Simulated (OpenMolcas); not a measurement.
**C, Si, Ge, Sn, Pb: ns2 np2 down the group**

```
Program             : OpenMolcas 26.06
Method              : CASSCF
Basis               : ANO-R3
Scalar Hamiltonian  : X2C, finite nucleus
Spin-orbit coupling : RASSI with atomic mean-field integrals over the reference wave functions, term energies averaged over their components
```

Active space for each ion: 2 electrons in 3 orbitals (p).

Computed levels in cm-1 above 3P0:

```json
{"Level": "3P1", "C": "15.4", "Si": "66.1", "Ge": "465", "Sn": "1343", "Pb": "6065"}
{"Level": "3P2", "C": "46.2", "Si": "194", "Ge": "1239", "Sn": "3052", "Pb": "9667"}
{"Level": "1D2", "C": "12616", "Si": "8784", "Ge": "9354", "Sn": "10263", "Pb": "19515"}
{"Level": "1S0", "C": "30925", "Si": "21494", "Ge": "21750", "Sn": "21585", "Pb": "30495"}
{"Level": "weight of 3P in the lowest level (%)", "C": "100", "Si": "100", "Ge": "100", "Sn": "98", "Pb": "91"}
```

Mixed levels, with the weight of the term that names them: Pb 3P2 (71 %), Pb 1D2 (71 %).

Measured, with the error of the calculation in %. Measured levels: C, Si, Ge, Sn, Pb from NIST Handbook of Basic Atomic Spectroscopic Data.

```json
{"Level": "3P1", "C": "16.4 (-6.0)", "Si": "77.1 (-14.3)", "Ge": "557 (-16.5)", "Sn": "1692 (-20.6)", "Pb": "7819 (-22.4)"}
{"Level": "3P2", "C": "43.4 (+6.3)", "Si": "223 (-12.9)", "Ge": "1410 (-12.1)", "Sn": "3428 (-11.0)", "Pb": "10650 (-9.2)"}
{"Level": "1D2", "C": "10193 (+23.8)", "Si": "6299 (+39.5)", "Ge": "7125 (+31.3)", "Sn": "8613 (+19.2)", "Pb": "21458 (-9.1)"}
{"Level": "1S0", "C": "21648 (+42.9)", "Si": "15394 (+39.6)", "Ge": "16367 (+32.9)", "Sn": "17162 (+25.8)", "Pb": "29467 (+3.5)"}
```

The fine-structure level 3P2 changes by a factor of 209 from C to Pb.

Without spin-orbit coupling 1D lies 12585, 8652, 8443, 7659, 7438 cm-1 above 3P in that order; the difference to the level 1D2, of either sign, comes from spin-orbit coupling, which also lowers the zero.

With the s shell closed, the reference lacks s² → p² mixing. Without dynamic correlation excited terms often stand tens of per cent too high (terms of higher spin than the ground term too low), and those without a measured partner can miss by more than the paired ones (holds for C; Si; Ge). Measured partners are found by configuration, term and J. A level has none where our copy of the source lacks it or the pairing is in doubt (some pairs that miss far off the trend of their configuration count as doubtful), and it then counts in no deviation. Where the source uses jj or jK labels, the order within each J decides. Levels of configurations outside the active space are missing.
